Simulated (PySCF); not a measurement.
GaH7OSi2. Atoms are numbered in the order given.

```xyz
11

Ga    -0.2609    -0.0015     0.0000
O     -2.0602    -0.1223     0.0000
H     -2.5311     0.7248     0.0000
Si     0.7600    -2.1873     0.0000
H      1.6313    -2.3474    -1.2021
H      1.6313    -2.3474     1.2021
H     -0.2524    -3.2796     0.0000
Si     0.7497     2.2033     0.0000
H      1.6132     2.3796     1.2048
H      1.6132     2.3796    -1.2048
H     -0.2715     3.2924     0.0000
```

The structure is a stationary point at TPSSh-D3(BJ)/def2-SVP. The values are those of a single conformer.

Method: KT2/pcSseg-1 (PySCF).

GIAO shieldings, no solvent; atoms listed in one row are averaged. δ = σ(ref) − σ: ¹⁷O against H2O (σ = 330.4 ppm); ¹H against TMS (σ = 31.47 ppm); ²⁹Si against TMS (σ = 361.9 ppm), references at their B3LYP-D3(BJ)/def2-TZVP geometries, non-relativistic.

Computed chemical shifts:
```json
[
 {"nucleus": "¹⁷O", "atoms": "O2", "count": "1", "δ (ppm)": "214.2"},
 {"nucleus": "¹H", "atoms": "H3", "count": "1", "δ (ppm)": "6.07"},
 {"nucleus": "¹H", "atoms": "H5, H6, H7", "count": "3", "δ (ppm)": "3.66"},
 {"nucleus": "¹H", "atoms": "H9, H10, H11", "count": "3", "δ (ppm)": "3.57"},
 {"nucleus": "²⁹Si", "atoms": "Si4", "count": "1", "δ (ppm)": "-115.7"},
 {"nucleus": "²⁹Si", "atoms": "Si8", "count": "1", "δ (ppm)": "-118.2"}
]
```
